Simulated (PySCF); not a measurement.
## Partial charges of `C[C@@H]1CC[C@@H](C#N)O1`

C₆H₉NO.
Cartesian coordinates in Å at the GFN2-xTB level; atoms count from 1:
```
atom  x, y, z in Å
C1     2.1428    0.6852   -0.2433
C2     0.8235    0.1620    0.2940
C3     0.2061   -0.9755   -0.5352
C4    -1.2981   -0.8241   -0.2826
C5    -1.4173    0.5964    0.3340
C6    -1.8478    0.4933    1.7212
N7    -2.1577    0.3928    2.8168
O8    -0.1444    1.1996    0.2437
H9     2.4836    1.5167    0.3666
H10    2.8891   -0.1040   -0.2227
H11    2.0138    1.0349   -1.2644
H12    0.9469   -0.1666    1.3396
H13    0.4347   -0.8183   -1.5899
H14    0.5856   -1.9490   -0.2342
H15   -1.6652   -1.5722    0.4208
H16   -1.8768   -0.8996   -1.2010
H17   -2.1259    1.2405   -0.2003
```

Density: PBE0/pcSseg-1 (PySCF); schemes: Mulliken, IAO, Hirshfeld and ESP-fitted. One conformer (not necessarily the lowest) at the GFN2-xTB geometry, without solvent, vibrations or thermal averaging.

Task: Which atoms carry the highest charge in the Mulliken, IAO, Hirshfeld and ESP-fitted schemes?

Result: The schemes don't all agree: Mulliken H17 (+0.160); IAO H17 (+0.181); Hirshfeld C6 (+0.077); ESP-fitted C2 (+0.459).

Task: At which atom do the 4 schemes differ most?

Result: At C1: from -0.724 (ESP-fitted) to -0.120 e (Hirshfeld), 0.604 e apart.

Task: What partial charge does each atom carry?

Result: In e:

| atom | environment | Mulliken | IAO | Hirshfeld | ESP-fitted |
| --- | --- | --- | --- | --- | --- |
| C1 | methyl carbon | -0.201 | -0.424 | -0.120 | -0.724 |
| C2 | sp3 carbon bound to oxygen | -0.031 | +0.094 | +0.048 | +0.459 |
| C3 | ring CH2 carbon | -0.189 | -0.280 | -0.074 | -0.040 |
| C4 | ring CH2 carbon | -0.193 | -0.278 | -0.066 | -0.270 |
| C5 | sp3 carbon bound to oxygen | +0.021 | +0.048 | +0.067 | +0.212 |
| C6 | nitrile carbon | +0.128 | +0.120 | +0.077 | +0.247 |
| N7 | nitrile nitrogen | -0.249 | -0.239 | -0.223 | -0.427 |
| O8 | cyclic ether oxygen | -0.475 | -0.389 | -0.134 | -0.434 |
| H9 | methyl hydrogen | +0.131 | +0.156 | +0.048 | +0.205 |
| H10 | methyl hydrogen | +0.118 | +0.148 | +0.049 | +0.170 |
| H11 | methyl hydrogen | +0.114 | +0.146 | +0.043 | +0.197 |
| H12 | methine hydrogen | +0.118 | +0.121 | +0.033 | +0.021 |
| H13 | methylene hydrogen | +0.122 | +0.139 | +0.042 | +0.054 |
| H14 | methylene hydrogen | +0.133 | +0.149 | +0.049 | +0.026 |
| H15 | methylene hydrogen | +0.151 | +0.156 | +0.047 | +0.107 |
| H16 | methylene hydrogen | +0.141 | +0.153 | +0.050 | +0.095 |
| H17 | methine hydrogen | +0.160 | +0.181 | +0.066 | +0.101 |

Mean size of the charges over all atoms: ESP-fitted 0.223 e, IAO 0.189 e, Mulliken 0.157 e, Hirshfeld 0.073 e. Each set sums to the total charge, 0, to within 0.001 e. The ESP scheme fits charges at the nuclei, held to the total charge, to the electrostatic potential on points at 1.4 to 2.0 times the van der Waals radii. The Hirshfeld scheme weights the molecular density at each point by an atom's share of the summed free-atom densities.

Task: How closely do the schemes follow one another over all atoms?

Result: Correlation coefficient and root-mean-square difference: Mulliken with IAO 0.94, 0.074 e; IAO with Hirshfeld 0.89, 0.142 e; Mulliken with Hirshfeld 0.88, 0.116 e; Hirshfeld with ESP-fitted 0.86, 0.221 e; IAO with ESP-fitted 0.85, 0.156 e; Mulliken with ESP-fitted 0.73, 0.199 e.

Task: How many electrons does the Hirshfeld scheme count on C2?

Result: Z − q = 6 − (+0.048) = 5.952.

Task: Sum the charges by element, for elements with more than one atom.

Result: 
```csv
element,atoms,Mulliken,IAO,Hirshfeld,ESP-fitted
C,6,-0.465,-0.720,-0.068,-0.114
H,9,+1.189,+1.349,+0.426,+0.975
```
